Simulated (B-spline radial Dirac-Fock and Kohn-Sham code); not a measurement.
Calculated with a radial atomic solver, using ΔSCF Dirac-Fock with Breit, self-energy and vacuum polarisation, finite nucleus, configuration average. Free neutral atoms.

Question: Order these X-ray lines by photon energy, lowest first.
A. Lu Lβ1
B. Lu Lℓ
C. Ba Lβ15
D. Yb Lγ4
E. Os Lβ6
F. Ta Lα1

Answer: C (5155.7 eV), B (6746.2 eV), F (8145.7 eV), A (8709.0 eV), E (10208.9 eV), D (10464.3 eV).
